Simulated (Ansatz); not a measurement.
K₂S⁺. Charge 1, multiplicity 2. Geometry PBE-D4/def2-TZVP, basis def2-TZVP, Ansatz.

Cartesian coordinates in Å:
```
K 1.8458 0.5976 -2.2365
K -1.8458 -0.5910 2.2383
S 0.0001 -0.0066 -0.0018
```

| run | HOMO (eV) | LUMO (eV) |
| --- | --- | --- |
| A | -10.95 | -4.14 |
| B | -11.29 | -2.56 |
| C | -7.71 | -7.35 |
| D | -8.40 | -6.46 |
| E | -8.80 | -6.06 |
| F | -7.86 | -6.81 |

HSE06 is defined as in plane-wave codes, on full-range PBE exchange. The structure comes from a short search, and lower isomers may exist.

HOMO and LUMO are taken over both spins.

Q: The runs used HF, HSE06, PBE, PBE0, r2SCAN, ωB97M-V. Estimate which is which.

A: A ωB97M-V (range-separated); B HF (100 % exact exchange); C PBE (0 % exact exchange); D HSE06 (range-separated); E PBE0 (25 % exact exchange); F r2SCAN (0 % exact exchange). Exact exchange lowers occupied and raises empty levels; among semilocal functionals meta-GGAs tend to open the gap a little, and such runs are hard to tell apart. The gap grows from 0.36 eV (PBE) to 8.73 eV (HF).
